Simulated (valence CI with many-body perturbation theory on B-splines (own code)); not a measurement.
**Ga⁹⁺: E2, M1 decay**

Level of theory: valence CI with perturbative core correlation (CI+MBPT): four valence electrons over a frozen Dirac-Fock core [Ar], a basis of 7 s, 7 p, 8 d, 6 f, 4 g, 1 h functions for each j, with the one-electron correlation potential Σ1 (screened to all orders), the two-electron term Σ2, the three-electron term Σ3, Breit, model QED; selected single and double excitations, second order for the rest, scaled by the run's own slope (own B-spline code, finite nucleus).

No measured levels were compared; by estimate terms of the open shell hold to 2 to 4 % of their energy, and close levels can change places. Excitations out of the core, of the other parity, are not computed and may begin above about 60.4 eV (a cautious bound); beyond it only levels of the ground parity were kept, without lifetimes.

Lines 51 to 100 of 120 in falling wavelength, among levels below 487440 cm⁻¹, chosen from the decays that carry over 1 % of a level's rate. Wavelengths and rates use the calculated energies, so an error of 2000 cm⁻¹ moves a line at 287.9 nm by 5.8 % and its rate by three times that or more. Electric multipoles are in the length gauge, E1 and E2 with the static RPA response of the core. Weak lines are less certain than strong ones. Lines between different terms over intervals too small for the method are left out, as are lines whose strength nearly cancels. Branching is blank where the lifetime is uncertain.

Letters in brackets count levels of one name in rising energy.

```tsv
λ vac (nm)	Upper	Lower	Type	A (s⁻¹)	Branch %
287.9	3d4 3H_4	3d4 5D_4	M1	9.07e-01	83.5
278.5	3d4 1D_2 [a]	3d4 3P_1 [a]	M1	2.04e+00	6.5
275.8	3d4 1F_3	3d4 3G_4	M1	3.52e+00	
275.7	3d4 3H_5	3d4 5D_4	M1	7.81e-03	8.1
274.0	3d4 3H_4	3d4 5D_3	M1	1.79e-01	16.5
269.4	3d4 1F_3	3d4 3G_3	M1	2.77e+00	
266.4	3d4 3P_0 [a]	3d4 5D_1	M1	3.87e+01	100.0
254.5	3d4 3P_2 [b]	3d4 3D_1	M1	3.83e-01	1.3
252.4	3d4 3F_3 [a]	3d4 5D_4	M1	1.28e+00	8.0
251.1	3d4 1F_3	3d4 3P_2 [a]	M1	1.80e-01	
249.3	3d4 3P_2 [b]	3d4 3D_2	M1	3.94e+00	13.1
249.3	3d4 3P_2 [b]	3d4 3D_2	E2	3.58e-01	1.2
248.5	3d4 3P_1 [a]	3d4 5D_2	M1	2.89e+01	89.6
247.6	3d4 3F_4 [a]	3d4 5D_4	M1	1.72e+01	77.8
247.2	3d4 3F_4 [b]	3d4 1G_4 [a]	M1	1.31e+00	
246.0	3d4 3P_2 [b]	3d4 3D_3	M1	2.31e+00	7.7
246.0	3d4 3P_2 [b]	3d4 3D_3	E2	7.59e-01	2.5
242.9	3d4 3F_2 [b]	3d4 3D_1	M1	4.73e+00	11.1
241.7	3d4 3F_3 [a]	3d4 5D_3	M1	1.03e+01	64.4
240.2	3d4 3F_2 [a]	3d4 5D_3	M1	9.53e-01	9.5
239.1	3d4 1F_3	3d4 3F_4 [a]	M1	9.10e-01	
238.2	3d4 3F_2 [b]	3d4 3D_2	M1	6.77e+00	15.9
238.0	3d4 3F_4 [b]	3d4 3D_3	M1	6.28e+00	
237.7	3d4 3P_1 [a]	3d4 5D_0	M1	2.33e+00	7.2
237.3	3d4 3F_4 [a]	3d4 5D_3	M1	3.86e+00	17.5
234.9	3d4 1F_3	3d4 3F_3 [a]	M1	1.08e+00	
233.1	3d4 3F_3 [a]	3d4 5D_2	M1	4.14e+00	26.0
231.7	3d4 3F_2 [a]	3d4 5D_2	M1	5.74e+00	57.5
226.6	3d4 3P_2 [a]	3d4 5D_3	M1	1.72e+01	87.3
225.6	3d4 3F_2 [a]	3d4 5D_1	M1	3.29e+00	32.9
221.9	3d4 3G_3	3d4 5D_4	M1	3.81e-01	5.6
217.7	3d4 3G_4	3d4 5D_4	M1	2.32e+00	56.4
213.6	3d4 3P_2 [a]	3d4 5D_1	M1	2.62e-01	1.3
213.5	3d4 3G_3	3d4 5D_3	M1	2.64e+00	38.8
212.7	3d4 3G_5	3d4 5D_4	M1	8.00e-02	2.0
210.7	3d4 1F_3	3d4 3H_4	M1	6.00e-01	
209.6	3d4 3G_4	3d4 5D_3	M1	7.41e-01	18.0
206.8	3d4 3G_3	3d4 5D_2	M1	1.15e+00	16.9
195.0	3d4 3F_4 [b]	3d4 3G_5	M1	4.24e+00	
195.0	3d4 3F_4 [b]	3d4 3G_5	E2	1.40e+00	
191.0	3d4 3F_4 [b]	3d4 3G_4	M1	2.29e+00	
191.0	3d4 3F_4 [b]	3d4 3G_4	E2	8.95e-01	
187.9	3d4 3F_4 [b]	3d4 3G_3	M1	1.41e+00	
186.1	3d4 3F_2 [b]	3d4 3G_3	M1	9.97e+00	23.4
183.3	3d4 3P_2 [b]	3d4 3P_2 [a]	E2	9.96e-01	3.3
177.7	3d4 3D_3	3d4 5D_4	M1	9.77e+00	59.4
172.9	3d4 1G_4 [a]	3d4 5D_4	M1	4.55e-01	1.8
172.7	3d4 3F_4 [b]	3d4 3F_4 [a]	M1	2.26e+00	
172.7	3d4 3F_4 [b]	3d4 3F_4 [a]	E2	1.07e+00	
172.3	3d4 3D_3	3d4 5D_3	M1	2.23e+00	13.6
```
